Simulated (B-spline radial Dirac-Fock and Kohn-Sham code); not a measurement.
## Photoemission from Bi²⁺ at 1120 eV, detector at θ = 54.7°, φ = 0°

System: Bi²⁺, [Xe] 4f14 5d10 6s2 6p1. Calculated with an atomic code on a B-spline grid, using Dirac-Hartree-Slater photoionisation with a Latter tail; cross sections with all multipoles, angular parameters from the dipole term and its interference with E2. Thresholds are orbital energies of the model. For linearly polarised light dσ/dΩ = σ/(4π) [1 + β P₂(cos θ) + (δ + γ cos²θ) sin θ cos φ], with θ from the polarisation vector and φ the angle between the beam and the projection of the electron momentum on the plane normal to the polarisation. The dipole factor is 1 + βP₂ and the non-dipole term is the rest of the bracket. Open shells are filled statistically over j.

```csv
subshell,threshold (eV),σ (kb),β,γ,δ,dipole factor,non-dipole term,dσ/dΩ (kb/sr)
4s,942.3,36.3,1.69,0.80,0.004,1.001,+0.221,3.53
4p1/2,818.4,34.0,0.72,0.29,0.110,1.001,+0.169,3.17
4p3/2,687.7,126,0.92,0.31,0.063,1.001,+0.137,11.4
4d3/2,483.4,180,0.69,0.16,0.035,1.001,+0.073,15.4
4d5/2,458.8,274,0.92,0.14,0.026,1.001,+0.060,23.1
4f5/2,192.1,331,0.93,0.06,0.055,1.001,+0.061,27.9
4f7/2,186.3,423,0.94,0.07,0.055,1.001,+0.064,35.9
5s,185.4,11.6,1.80,0.54,0.000,1.002,+0.147,1.06
5p1/2,141.6,10.4,1.42,0.47,0.005,1.001,+0.132,0.938
5p3/2,115.8,29.6,1.37,0.30,0.005,1.001,+0.086,2.56
5d3/2,53.56,26.4,1.07,0.06,0.000,1.001,+0.017,2.14
5d5/2,50.26,38.4,1.23,0.04,0.001,1.001,+0.010,3.09
6s,34.60,1.91,1.81,0.50,0.000,1.002,+0.136,0.173
6p1/2,24.68,0.218,1.48,0.44,0.000,1.001,+0.120,0.0194
6p3/2,21.75,0.561,1.41,0.28,0.002,1.001,+0.077,0.0481
```
